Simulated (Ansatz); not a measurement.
`[F][Zn][CH]1CO1` + H₂S → `SC1CO1` + `[F][ZnH]`  (substitution at a C–Zn bond)

Computed with Ansatz on PBE0-D4/def2-TZVP structures; ΔE is electronic, products minus reactants. CCSD(T)/CBS is the MP2 limit (def2-TZVPP, def2-QZVPP) plus CCSD(T) − MP2 in def2-TZVPP, frozen cores. This one scheme is used for every species. DFT in def2-TZVPP. For Zn outer-core shells are correlated without core-valence functions, which leaves a few kJ/mol of doubt a bond. Scalar relativity is left out up to krypton. Each species was taken in one conformer, which may not be the lowest.

| level | ΔE (kJ/mol) |
| --- | --- |
| PBE-D4 | 10.2 |
| r2SCAN0-D4 | 8.8 |
| ωB97M-V | 9.5 |
| MP2/CBS(def2) | 16.5 |

(1) What does CCSD(T)/CBS give? (Estimate.)

Largest T1 diagnostic among the species: 0.018.

Answers

(1) Ansatz gave: +15.1 kJ/mol. The listed levels differ from it by -4.9, -6.3, -5.6, 1.4 kJ/mol.

Leaving LDA and LC-ωPBE aside and taking each functional with its dispersion term where it has one, the values, not all of them listed here, spread over 10.1 kJ/mol, from B97M-V to B2PLYP. LDA lies −5.6 kJ/mol from PBE without D4. In def2-TZVPP, CCSD(T) changes the Hartree–Fock value by +8.6 kJ/mol (the triples alone add −0.5 kJ/mol) and MP2 by +10.0 kJ/mol. From BLYP to BHLYP (50 % exact exchange), in def2-TZVPP and without D4, ΔE moves by −5.1 kJ/mol.
